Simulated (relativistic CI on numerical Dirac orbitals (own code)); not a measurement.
**Ligand-field terms of d6**

Computed with a parametric ligand-field model of a d^n configuration (Racah B and C, spin-orbit zeta, crystal field), exact diagonalisation.

Field parameters in Wybourne normalisation: Oh B⁴₀ = 21Dq, B⁴₄ = √(5/14) B⁴₀. The field is a parameter set, without covalency.

(1) Ground term and bands for B = 740, C = 2650, ζ = 0 cm⁻¹, Oh, 10Dq = 7100 cm⁻¹?

(2) Ground term and bands for B = 580, C = 2850, ζ = 0 cm⁻¹, Oh, 10Dq = 24000 cm⁻¹?

(3) Ground term and bands for B = 840, C = 4060, ζ = 0 cm⁻¹, Oh, 10Dq = 24800 cm⁻¹?

(4) Ground term and bands for B = 490, C = 2150, ζ = 0 cm⁻¹, Oh, 10Dq = 5900 cm⁻¹?

(5) Ground term and bands for B = 600, C = 2290, ζ = 0 cm⁻¹, Oh, 10Dq = 27600 cm⁻¹?

Results:

(1) Ground term 5T2 with 2.00 electrons in the two orbitals of the cubic e set. Spin-allowed: 5E 7100 cm⁻¹ (1408 nm). Lowest spin-forbidden: 3T1 8165 cm⁻¹ (1225 nm), 1A1 8289 cm⁻¹ (1206 nm), 3T2 11082 cm⁻¹ (902 nm).

(2) Ground term 1A1 with 0.04 electrons in the two orbitals of the cubic e set. Spin-allowed: 1T1 22039 cm⁻¹ (454 nm), 1T2 29994 cm⁻¹ (333 nm), 1T2 45117 cm⁻¹ (222 nm), 1E 45677 cm⁻¹ (219 nm). Lowest spin-forbidden: 3T1 16022 cm⁻¹ (624 nm), 3T2 19946 cm⁻¹ (501 nm), 5T2 23646 cm⁻¹ (423 nm).

(3) Ground term 1A1 with 0.05 electrons in the two orbitals of the cubic e set. Spin-allowed: 1T1 22251 cm⁻¹ (449 nm), 1T2 32963 cm⁻¹ (303 nm), 1T2 46144 cm⁻¹ (217 nm), 1E 46685 cm⁻¹ (214 nm). Lowest spin-forbidden: 3T1 13574 cm⁻¹ (737 nm), 5T2 15254 cm⁻¹ (656 nm), 3T2 18835 cm⁻¹ (531 nm).

(4) Ground term 5T2 with 2.00 electrons in the two orbitals of the cubic e set. Spin-allowed: 5E 5900 cm⁻¹ (1695 nm). Lowest spin-forbidden: 1A1 6007 cm⁻¹ (1665 nm), 3T1 6121 cm⁻¹ (1634 nm), 3T2 8251 cm⁻¹ (1212 nm).

(5) Ground term 1A1 with 0.02 electrons in the two orbitals of the cubic e set. Spin-allowed: 1T1 25957 cm⁻¹ (385 nm), 1T2 34395 cm⁻¹ (291 nm), 1T2 52987 cm⁻¹ (189 nm), 1E 53177 cm⁻¹ (188 nm). Lowest spin-forbidden: 3T1 21070 cm⁻¹ (475 nm), 3T2 25269 cm⁻¹ (396 nm), 5T2 34846 cm⁻¹ (287 nm).
